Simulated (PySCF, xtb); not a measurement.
Sn(OH) (HOSn), SMILES [OH][Sn] (connectivity only; charge and spin as stated), neutral, multiplicity 2.

Harmonic wavenumbers (cm⁻¹) from GFN2-xTB in xtb at its own minimum, in rising order: 431, 583, 3640.

Q: What does PySCF with PBE-D3(BJ)/def2-TZVP give at its own minimum? (Estimate from the structure and the level; the computed values follow.)

A: 556, 704, 3707. Paired by order, the mean absolute difference is 104 cm⁻¹ and the zero-point energies are 6.7 and 7.1 kcal/mol.
